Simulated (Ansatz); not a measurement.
Born–Oppenheimer molecular dynamics of H4OSSi2 (8 atoms, charge 0, multiplicity 1). It starts at the highest image of a converged band, a first-order saddle point between two minima.

The calculation used RKS PBE/def2-SVP (Ansatz 0.2.0).

| Property | Result |
| --- | --- |
| ensemble | NVE (velocity Verlet) |
| time step | 0.5 fs |
| steps asked | 200 |
| starting velocities drawn for | 100 K |
| seed | 7729 |

Frames 5 fs apart, positions in Å.

Velocities at 10 fs (Å/ps):

```
O -1.60 -1.40 0.11
Si 1.58 -0.69 -0.17
Si -0.71 0.95 0.41
S 0.60 1.04 -0.72
H -12.09 -5.68 -2.14
H 1.36 -2.02 4.74
H -6.10 -6.66 3.19
H -1.03 -3.64 8.62
```

```xyz
8
Properties=species:S:1:pos:R:3 time_fs=10 energy_less_start_eV=0.044 T=44
O -0.004 1.987 -0.275
Si -0.362 0.464 0.817
Si 0.670 -1.432 0.131
S -1.373 -0.996 -0.466
H -0.634 1.887 -1.035
H -0.794 2.021 0.850
H 1.584 -1.498 -1.039
H 0.781 -2.630 1.093
8
Properties=species:S:1:pos:R:3 time_fs=15 energy_less_start_eV=0.030 T=61
O -0.014 1.979 -0.279
Si -0.355 0.462 0.818
Si 0.667 -1.431 0.135
S -1.371 -0.991 -0.470
H -0.651 1.880 -1.012
H -0.790 2.006 0.887
H 1.591 -1.536 -1.040
H 0.782 -2.597 1.083
8
Properties=species:S:1:pos:R:3 time_fs=20 energy_less_start_eV=-0.021 T=127
O -0.022 1.970 -0.284
Si -0.349 0.465 0.819
Si 0.666 -1.435 0.139
S -1.371 -0.986 -0.473
H -0.676 1.900 -1.033
H -0.814 1.965 0.988
H 1.630 -1.569 -1.029
H 0.798 -2.567 1.057
8
Properties=species:S:1:pos:R:3 time_fs=25 energy_less_start_eV=-0.459 T=693
O -0.029 1.955 -0.295
Si -0.345 0.478 0.815
Si 0.667 -1.439 0.138
S -1.373 -0.980 -0.475
H -0.651 1.934 -1.034
H -0.911 1.842 1.253
H 1.654 -1.572 -0.969
H 0.823 -2.630 1.100
8
Properties=species:S:1:pos:R:3 time_fs=30 energy_less_start_eV=-1.656 T=2233
O -0.029 1.924 -0.299
Si -0.341 0.511 0.796
Si 0.670 -1.450 0.141
S -1.375 -0.975 -0.475
H -0.629 1.941 -1.085
H -1.088 1.501 1.790
H 1.709 -1.536 -0.934
H 0.826 -2.621 1.087
8
Properties=species:S:1:pos:R:3 time_fs=35 energy_less_start_eV=-1.787 T=2403
O -0.028 1.873 -0.290
Si -0.341 0.568 0.760
Si 0.671 -1.460 0.149
S -1.377 -0.971 -0.472
H -0.564 1.887 -1.091
H -1.154 0.836 2.313
H 1.764 -1.468 -0.911
H 0.810 -2.592 1.063
8
Properties=species:S:1:pos:R:3 time_fs=40 energy_less_start_eV=-1.027 T=1424
O -0.026 1.823 -0.266
Si -0.347 0.619 0.730
Si 0.670 -1.460 0.157
S -1.379 -0.967 -0.467
H -0.542 1.799 -1.105
H -0.965 0.152 2.342
H 1.758 -1.399 -0.862
H 0.795 -2.658 1.110
8
Properties=species:S:1:pos:R:3 time_fs=45 energy_less_start_eV=-0.545 T=801
O -0.019 1.811 -0.257
Si -0.357 0.625 0.721
Si 0.667 -1.452 0.169
S -1.379 -0.962 -0.462
H -0.527 1.720 -1.082
H -0.673 -0.136 1.934
H 1.744 -1.376 -0.866
H 0.772 -2.658 1.091
8
Properties=species:S:1:pos:R:3 time_fs=50 energy_less_start_eV=-0.773 T=1094
O -0.005 1.849 -0.265
Si -0.365 0.585 0.712
Si 0.666 -1.437 0.181
S -1.379 -0.958 -0.457
H -0.533 1.668 -1.075
H -0.568 -0.109 1.923
H 1.714 -1.427 -0.926
H 0.741 -2.625 1.030
8
Properties=species:S:1:pos:R:3 time_fs=55 energy_less_start_eV=-1.274 T=1742
O 0.010 1.910 -0.274
Si -0.367 0.519 0.693
Si 0.669 -1.413 0.186
S -1.381 -0.955 -0.454
H -0.525 1.659 -1.067
H -0.661 0.165 2.426
H 1.615 -1.536 -0.972
H 0.713 -2.685 1.038
8
Properties=species:S:1:pos:R:3 time_fs=60 energy_less_start_eV=-1.392 T=1894
O 0.014 1.960 -0.268
Si -0.363 0.450 0.688
Si 0.677 -1.395 0.189
S -1.388 -0.953 -0.455
H -0.484 1.734 -1.076
H -0.752 0.774 2.451
H 1.508 -1.657 -1.030
H 0.688 -2.669 1.030
8
Properties=species:S:1:pos:R:3 time_fs=65 energy_less_start_eV=-1.558 T=2106
O 0.007 1.978 -0.238
Si -0.357 0.415 0.700
Si 0.692 -1.392 0.189
S -1.403 -0.956 -0.458
H -0.422 1.870 -1.126
H -0.750 1.322 1.874
H 1.439 -1.737 -1.085
H 0.675 -2.586 1.029
```

Of the whole run (100 fs, mean temperature of the second half 1637 K): The conserved energy stayed within 0.37 meV per atom of its start (net change -0.0014 meV per atom), so the integration is sound. The kinetic energy rose, since the run started high on the potential surface and went downhill. A run of 0.1 ps of so small a system gives no equilibrium averages. The orbitals stay closed-shell, which can raise the energy where a bond breaks towards radicals; this wasn't checked here.

Run time: 3.1 min on 2 threads of Intel(R) Xeon(R) Platinum 8488C (Sapphire Rapids), with other jobs on the host, peak memory 0.14 GiB.
